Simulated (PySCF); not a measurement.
A structure optimised at PBE0-D3(BJ)/def2-SVP (Å):
```
atom  x, y, z in Å
C1    -2.289    0.558    0.167
C2    -1.695   -0.792   -0.206
C3    -0.392   -1.101    0.515
C4     0.758   -0.235    0.069
O5     0.776    0.452   -0.919
O6     1.798   -0.336    0.907
C7     2.948    0.410    0.552
H8    -2.490    0.623    1.249
H9    -1.604    1.376   -0.103
H10   -3.240    0.733   -0.358
H11   -1.510   -0.826   -1.291
H12   -2.417   -1.594    0.017
H13   -0.081   -2.145    0.342
H14   -0.491   -1.003    1.609
H15    2.720    1.485    0.503
H16    3.695    0.215    1.331
H17    3.334    0.097   -0.430
```

Charge 0, singlet.

Which heavy atoms are bonded, and with what formal order?

C1–C2 1.52 Å (single); C2–C3 1.52 Å (single); C3–C4 1.51 Å (single); C4–O5 1.20 Å (double); C4–O6 1.34 Å (single); O6–C7 1.42 Å (single). Bonds to hydrogen (Å): C1–H8 1.10; C1–H9 1.10; C1–H10 1.10; C2–H11 1.10; C2–H12 1.10; C3–H13 1.10; C3–H14 1.10; C7–H15 1.10; C7–H16 1.10; C7–H17 1.10.

Give the structure as a SMILES string.

`CCCC(=O)OC`, C5H10O2, methyl butyrate.

What is the point group of this geometry?

C1 (no symmetry element, even within 0.4 Å).

Describe the place of each heavy atom.

C1: methyl carbon; C2: chain CH2 carbon; C3: sp3 carbon next to a carbonyl; C4: ester carbonyl carbon; O5: ester carbonyl oxygen; O6: ester single-bonded oxygen; C7: methoxy carbon.

What is the arrangement about C1?

It has 4 neighbours (C2, H8, H9, H10) and is tetrahedral (angles from 107.6° to 111.3°).

What is the arrangement about C7?

It has 4 neighbours (O6, H15, H16, H17) and is tetrahedral (angles from 106.4° to 111.0°).

The numbers are calculated, not measured.
